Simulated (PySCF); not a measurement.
H5BGeO2S, SMILES [GeH3][S]B(O)O, singlet (CAM-B3LYP/def2-SVP optimised geometry):

```
10

Ge    -1.908     0.567     0.000
S      0.318     0.567     0.000
B      0.701    -1.197    -0.436
O      1.915    -1.692    -0.107
O     -0.155    -2.031    -1.070
H     -2.413    -0.130    -1.279
H     -2.456    -0.178     1.222
H     -2.352     2.031     0.000
H      2.456    -1.092     0.416
H     -0.952    -1.622    -1.421
```

Calculation: PySCF with CAM-B3LYP/def2-TZVP.

### Question
What are the frontier orbital energies and the dipole moment?

### Answer
HOMO-2 -10.82 eV, HOMO-1 -10.10 eV, HOMO -8.86 eV, LUMO 0.59 eV, LUMO+1 1.02 eV; dipole moment 2.28 D.

Meta-Löwdin charges at CAM-B3LYP/def2-TZVP: Ge1 0.37, S2 -0.27, B3 0.38, O4 -0.51, O5 -0.51, H6 -0.08, H7 -0.06, H8 -0.04, H9 0.36, H10 0.35.
